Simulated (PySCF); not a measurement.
Ga(Cl)(Br)(OH) (BrClGaHO), SMILES [OH][Ga]([Cl])[Br]. The structure is a stationary point at PBE-D3(BJ)/def2-SVP. The structure was generated by enumeration; whether it is a known compound was not checked. Other conformers were not sampled.

Problem. Give the equilibrium geometry at PBE-D3(BJ)/def2-SVP (PySCF confirms it by a frequency run) as Cartesian coordinates in Å, and its point group. (An estimate is asked for; the answer gives what the named calculation found.)

Solution. One answer among several that fit: point group Cs.
```xyz
5

Ga     0.3298     0.4944     0.0000
Cl    -1.1478     2.0614     0.0000
Br    -0.2708    -1.6989     0.0000
O      2.0711     0.9025     0.0000
H      2.1984     1.8711     0.0000
```
Charge 0, spin multiplicity 1.
